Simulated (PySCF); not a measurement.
Dipole moment and polarisability of `C=CCC(=C=O)C(F)(F)F`

C₆H₅F₃O.
Structure used (GFN2-xTB), in Å, numbered top down from 1:
```xyz
15
C6H5F3O angstrom
C      2.1371   -0.4604   -0.7544
C      1.4464    0.1621    0.1814
C      0.2575    1.0313   -0.1038
C     -1.0130    0.3627    0.4106
C     -1.6474    0.8189    1.4510
O     -2.1870    1.2892    2.3583
C     -1.4178   -0.9141   -0.2514
F     -2.7134   -1.2061   -0.0606
F     -0.7269   -1.9815    0.1971
F     -1.2215   -0.8794   -1.5753
H      1.8869   -0.3684   -1.7987
H      2.9801   -1.0848   -0.5158
H      1.6959    0.0499    1.2276
H      0.3651    1.9975    0.3910
H      0.1534    1.1911   -1.1791
```

Level: PBE0/def2-SVPD (PySCF), static field, nuclei fixed, core orbitals frozen in the response. The polarisability tensor in these axes (au):

```
x    83.74  -9.49 -18.11
y    -9.49  67.47  12.74
z   -18.11  12.74  79.95
```

Task: Diagonalise the tensor; give its mean and Δα, where Δα² is half the sum of the squared differences of the eigenvalues.

Result: Principal values 59.28, 65.54 and 106.34 au; mean 77.05 au = 11.42 Å³ = 12.70 × 10⁻⁴⁰ C²·m²/J; Δα = 44.26 au (57 % of the mean).

Task: What is the dipole moment, and where does it point?

Result: (1.70, 1.51, -0.11) D, 2.28 D in size, pointing from the negative to the positive side. Measured along this direction, the outermost atoms are F8 at the negative end and H14 and H12 at the positive end.

Task: Estimate the molar refractivity from the static electronic polarisability.

Result: Lorentz–Lorenz: R = (4π/3)N_A α = 2.5225 cm³/(mol·Å³) × 11.42 Å³ = 28.8 cm³/mol, in the limit of long wavelengths.

Task: What would n − 1 = 2πNα be for an ideal gas of these molecules at 400 K and 1 atm, electronic part alone?

Result: N = p/kT = 1.8347 × 10¹⁹ cm⁻³, so n − 1 = 2π × N × 11.42 × 10⁻²⁴ cm³ = 1316 × 10⁻⁶ at long wavelengths.

Task: Find the Langevin capture rate constant for NO+ (29.998 u) meeting this molecule (150.029 u), k = 2.342 × 10⁻⁹ cm³/s × √(α in Å³ / reduced mass in u).

Result: The reduced mass is 25.00 u, so k = 1.58 × 10⁻⁹ cm³/s. The formula leaves out the permanent dipole, which adds to the capture rate.

Isolated species at its GFN2-xTB geometry (one conformer only).
